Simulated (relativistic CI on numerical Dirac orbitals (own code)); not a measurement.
Sensitivity of the levels of Yb14+ to α and to the nuclear radius

Method of calculation: Dirac-Coulomb-Breit CI, orbitals from a KLI potential per configuration, derivatives by finite differences, unscaled Slater integrals, QED left out (own radial code, finite nucleus).

Configurations in the expansion (outside the closed core [Ar] 3d10 4p6): 4s²4d¹⁰4f¹⁰, 4s²4d¹⁰4f⁸5s², 4s²4d⁹4f¹¹, 4s4d¹⁰4f¹¹, 4d¹⁰4f¹². Levels of other configurations are missing.

With x = (α/α₀)² − 1 an excitation energy changes as ω = ω₀ + qx; K = 2q/ω₀ is the relative enhancement. Terms are leading LS components, so labels can repeat. The field-shift factor is F = δν/δ⟨r²⟩ for the transition from the lowest level.

Lowest level 4s²4d¹⁰4f⁸5s² ⁷F6.

```
             Level  ω₀ (cm⁻¹)  q (cm⁻¹)         K  F (GHz/fm²)
 4s²4d¹⁰4f⁸5s² ⁷F5     4885.1      5315      2.18        0.268
 4s²4d¹⁰4f⁸5s² ⁷F4     7450.8      6082      1.63        0.328
 4s²4d¹⁰4f⁸5s² ⁷F3     9727.5      8418      1.73        0.445
 4s²4d¹⁰4f⁸5s² ⁷F2    11262.9      9549       1.7        0.505
 4s²4d¹⁰4f⁸5s² ⁷F1    12331.5     10640      1.73        0.558
 4s²4d¹⁰4f⁸5s² ⁷F0    12841.5     11080      1.73         0.58
 4s²4d¹⁰4f⁸5s² ⁵D4    33768.9     -1667   -0.0988        0.305
4s²4d¹⁰4f⁸5s² ⁵L10    43405.4    -256.1   -0.0118        0.691
 4s²4d¹⁰4f⁸5s² ⁵G6    43865.8     -5613    -0.256        0.267
 4s²4d¹⁰4f⁸5s² ⁵L9    47069.1      3802     0.162          0.9
 4s²4d¹⁰4f⁸5s² ⁵D3    47113.5     10850     0.461        0.948
 4s²4d¹⁰4f⁸5s² ⁵G5    47637.7      1164    0.0489         0.62
 4s²4d¹⁰4f⁸5s² ⁵G4    48359.0    -93.38  -0.00386        0.606
 4s²4d¹⁰4f⁸5s² ⁵L8    48747.1      4122     0.169        0.926
 4s²4d¹⁰4f⁸5s² ⁵L7    48933.3      1232    0.0504        0.807
 4s²4d¹⁰4f⁸5s² ⁵L6    49514.7      3038     0.123        0.846
 4s²4d¹⁰4f⁸5s² ⁵D2    49528.6      4090     0.165        0.669
 4s²4d¹⁰4f⁸5s² ⁵G3    50348.6      4073     0.162        0.787
 4s²4d¹⁰4f⁸5s² ⁵G2    51764.9      5346     0.207        0.853
 4s²4d¹⁰4f⁸5s² ⁵H7    53692.1      3115     0.116        0.961
 4s²4d¹⁰4f⁸5s² ⁵D1    56191.7     15290     0.544         1.18
 4s²4d¹⁰4f⁸5s² ⁵D0    56549.7     10690     0.378        0.982
 4s²4d¹⁰4f⁸5s² ⁵H6    57241.5      4249     0.148        0.994
```

At this charge energies of transitions that change n are usually good to better than 1 %, and those within a shell (Δn = 0) to a few per cent. Terms inside the open d or f shell come out 10 to 20 % too wide with unscaled integrals. Levels and lines within the n = 5 or 6 shells can be off by up to 10 % or somewhat more, and those that change n by about 2 %, since core polarisation is missing.
